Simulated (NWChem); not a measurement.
Species: BSiH$_{3}$F$_{2}$; SMILES FB(F)[SiH3]

```xyz
7

B     -0.0065     0.5773     0.0035
F     -1.1148     1.2919    -0.0029
F      1.1259     1.2552    -0.0032
Si    -0.0100    -1.4581     0.0045
H      0.8984    -1.9645     1.0784
H      0.5057    -1.9462    -1.3126
H     -1.3857    -1.9962     0.2200
```
Atoms are numbered in this order, from 1.

Level: PBE0/def2-SVP (NWChem), optimised geometry, unscaled harmonic frequencies. 

```
frequency (cm⁻¹)  IR intensity (km/mol)
----------------  ---------------------
27                                  0.0
197                                 1.5
361                                26.7
375                                16.3
573                                31.6
620                                17.9
651                                 0.6
881                               169.8
928                                31.0
936                                39.6
1256                              240.8
1398                              239.3
2227                               45.1
2235                               70.7
2248                               86.3
```

The zero-point energy is 21.3 kcal/mol and the thermal correction to the enthalpy at 298.15 K (with zero-point energy) is 25.4 kcal/mol. The heat capacity Cv is 17.6 cal/(mol K) and the entropy at 298.15 K and 1 atm (symmetry number 1) is 76.8 cal/(mol K). The dipole moment comes out as 0.71 D.

Rigid rotor and harmonic oscillator; modes under 100 cm⁻¹ make the entropy uncertain.
